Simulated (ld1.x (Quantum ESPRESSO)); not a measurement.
C: excitation energies, all-electron against RRKJ

- Element: C (Z = 6)
- Generator: ld1.x (Quantum ESPRESSO) 7.5
- Type: norm-conserving RRKJ (Kleinman–Bylander form)
- Functional: PBEsol
- Relativity: scalar-relativistic
- Frozen core: [He]
- Valence charge: 4
- Reference configuration: 2s2 2p2
- Partial waves: 2s (bound): rc 1.25 bohr; 2p (bound): rc 3.46 bohr
- Local potential: all-electron potential smoothed inside 1.00 bohr (lloc = -1)
- Core correction: none
- rho0: 0.01

Energies are relative to the spin-unpolarised reference configuration 2s2 2p2; without spin polarisation the order of configurations can differ from experiment.

Task: Give the all-electron excitation energy and the error of the potential for: 2s2 2p1; 2s2 2p0; 2s1 2p0; 2s1 2p3; 2s1 2p2; 2s0 2p4; 2s2 2p2.3.

Result:

```json
{"valence configuration": "2s2 2p1", "charge": "+1", "ΔE all-electron (eV)": "10.789", "error AE − PS (meV)": "+322"}
{"valence configuration": "2s2 2p0", "charge": "+2", "ΔE all-electron (eV)": "34.807", "error AE − PS (meV)": "+2263"}
{"valence configuration": "2s1 2p0", "charge": "+3", "ΔE all-electron (eV)": "82.771", "error AE − PS (meV)": "+4257"}
{"valence configuration": "2s1 2p3", "charge": "0", "ΔE all-electron (eV)": "8.427", "error AE − PS (meV)": "-96"}
{"valence configuration": "2s1 2p2", "charge": "+1", "ΔE all-electron (eV)": "19.502", "error AE − PS (meV)": "-234"}
{"valence configuration": "2s0 2p4", "charge": "0", "ΔE all-electron (eV)": "16.873", "error AE − PS (meV)": "-375"}
{"valence configuration": "2s2 2p2.3", "charge": "-0.3", "ΔE all-electron (eV)": "-1.144", "error AE − PS (meV)": "+7.0"}
```

These tests converged, but a pseudo level misses the all-electron one widely, so the file describes the atom poorly there or has found another state: 2s2 2p0: empty 2p by 3.3 eV; 2s1 2p0: empty 2p by 5.4 eV.
